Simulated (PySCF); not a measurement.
**Continuum solvent and chemical shifts**

Bonds (- single, = double, # triple, : aromatic): C1-C2, C2-C3, C3-P4, P4=S5, P4-C6, C6:C7, C7:C8, C8:C9, C9:O10, P4-C2, O10:C6. C1 carries H11, H12, H13; C2 carries H14; C3 carries H15, H16; C7 carries H17; C8 carries H18; C9 carries H19. Stereochemistry as in C[C@@H]1C[P@@]1(=S)c1ccco1. H16 is cis to C1 on the ring; H15 is trans to C1 on the ring.

GIAO PBE0/pcSseg-1 in PySCF 2.14.0 with density-fitted response routines on one PBE0-D3(BJ)/def2-SVP conformer, non-relativistic, equivalent nuclei averaged. Solvents enter as an IEF-PCM continuum (dichloromethane with ε = 8.9, methanol with ε = 32.6) around the gas-phase geometry. Shifts are referred to TMS, CS2 computed in the same medium.

Gas phase, δ in ppm: C9 151.7, C6 149.2, C7 132.7, C8 118.0, C3 22.6, C2 21.7, C1 13.9, S5 -416.1, H17 7.55, H19 7.51, H18 6.62, H15 1.83, H14 1.72, H11/H12/H13 1.40. Dipole moment 4.24 D.

Problem. How does each δ change in the continuum?

Solution. 
```tsv
atoms	environment	Δδ, dichloromethane	Δδ, methanol
C9	aromatic CH next to the ring oxygen	+3.8	+4.4
C6	substituted aromatic carbon next to the ring oxygen	-1.1	-1.2
C7	aromatic CH	+0.9	+0.9
C8	aromatic CH	+1.0	+1.2
C3	three-membered-ring carbon	+1.8	+2.1
C2	three-membered-ring carbon	+2.7	+3.2
C1	methyl carbon	+0.4	+0.5
S5	sulfur bonded to P	-12.1	-13.8
H17	hydrogen on an aromatic CH	+0.06	+0.06
H19	hydrogen on an aromatic CH next to the ring oxygen	+0.33	+0.38
H18	hydrogen on an aromatic CH	+0.24	+0.27
H15	hydrogen on a three-membered-ring carbon	+0.29	+0.34
H14	hydrogen on a three-membered-ring carbon	+0.35	+0.41
H11/H12/H13	hydrogen on a methyl carbon	+0.04	+0.05
```

Changes are relative to the gas phase. The dipole moment becomes 5.78 D in dichloromethane, 6.04 D in methanol.

Problem. Which of the listed nuclei move most (in ppm), and what does the model miss? (N and O are left out, as their reference compounds move with the solvent too.)

Solution. S5 (sulfur bonded to P, -13.8 ppm) in methanol. A continuum only polarises the solute; specific hydrogen bonds, the anisotropy of aromatic solvents and changes of geometry or conformer are outside it.
